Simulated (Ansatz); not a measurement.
Ideal-gas functions of `FC(F)(Br)C(F)(F)Br` at 600 K and 1 bar, from an Ansatz frequency run at PBE0-D4/def2-TZVP.

Molar mass 259.82 g/mol, point group C2 (symmetry number 2), electronic degeneracy 1, moments of inertia 374.019, 703.935, 851.64 u Å². Harmonic wavenumbers (cm⁻¹, unscaled): 60, 115, 179, 273, 283, 310, 337, 347, 366, 470, 611, 666, 882, 1025, 1133, 1203, 1215, 1273.

Use S(trans) = R[1.5 ln M + 2.5 ln T − 1.1517]; rotational temperatures θ = 24.2544 K / I; S(rot) = R[ln(√π/σ · √(T³/θAθBθC)) + 1.5]; for each mode x = 1.438777 ν̃/T, S = R[x/(eˣ − 1) − ln(1 − e⁻ˣ)] and H = RT x/(eˣ − 1); 1 cm⁻¹ = 0.0119627 kJ/mol; R = 8.31446 J/(mol·K).

Task: By hand: the entropy, in J/(mol·K).

Result: Translation 192.7. Rotation: θ = 0.0648, 0.0345, 0.0285 K, giving 131.4. Vibration, mode by mode: 24.44, 19.05, 15.41, 11.98, 11.70, 10.97, 10.31, 10.08, 9.66, 7.75, 5.84, 5.25, 3.48, 2.66, 2.17, 1.90, 1.85, 1.66, in all 156.2. Electronic 0.0. Sum 480.3 J/(mol·K).

Task: By hand: H − E and G − E in kJ/mol, counted from the electronic energy.

Result: Zero-point energy ½ × 10748 × 0.0119627 = 64.3; thermal vibration 45.8; translation, rotation and pV give 4 RT = 20.0. H − E = 130.1 kJ/mol, and G − E = 130.1 − 600 × 480.3/1000 = -158.1 kJ/mol.

Vibration gives 33 % of the entropy, 43.5 J/(mol·K) of it from the modes under 150 cm⁻¹: soft modes count most, and the harmonic formula is weakest for them. The sum counts one conformer and one mirror image; others add a mixing term.
